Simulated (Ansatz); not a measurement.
CH₅O (SMILES C[OH2+]), charge +1, singlet, at a GFN2-xTB geometry. Base run: BLYP/def2-SVP run with Ansatz (a quantum-chemistry and plane-wave program).

Geometry (Å):
```xyz
7

C     -0.0193     0.7511     0.0009
O     -0.0195    -0.7100     0.0731
H     -1.0539     1.0848     0.0621
H      0.8996    -1.0560     0.0662
H      0.5255     1.1244     0.8667
H      0.4399     1.1124    -0.9182
H     -0.5397    -1.0921    -0.6670
```
Charge +1, spin multiplicity 1.
All else is at Ansatz's defaults.
Base energy -115.88410 Eh.

Each row names what was changed in the base input (with any setting that the change needs).

```json
[
 {"change": "base", "ΔE vs base (mEh)": "0.000"},
 {"change": "lower_state_search = full", "ΔE vs base (mEh)": "0.000"},
 {"change": "accuracy = high", "ΔE vs base (mEh)": "0.001"},
 {"change": "fitting.mean_field = cc-pVTZ-JKFIT", "ΔE vs base (mEh)": "-0.046"},
 {"change": "final_grid = 6, 12, 29", "ΔE vs base (mEh)": "0.003"},
 {"change": "final_grid = 14, 28, 59", "ΔE vs base (mEh)": "0.000"},
 {"change": "forces = on", "ΔE vs base (mEh)": "0.000"},
 {"change": "point_charge = charge:1.0 position_ang:-2.5604, -3.5112, -0.2772", "ΔE vs base (mEh)": "127.2"},
 {"change": "lower_state_search = off", "ΔE vs base (mEh)": "0.000"},
 {"change": "final_grid = 10, 20, 41", "ΔE vs base (mEh)": "0.000"},
 {"change": "final_grid = 4, 8, 17", "ΔE vs base (mEh)": "___"}
]
```

### Question
Some entries are withheld; supply them.

### Answer

- final_grid = 4, 8, 17, ΔE vs base (mEh): 0.160
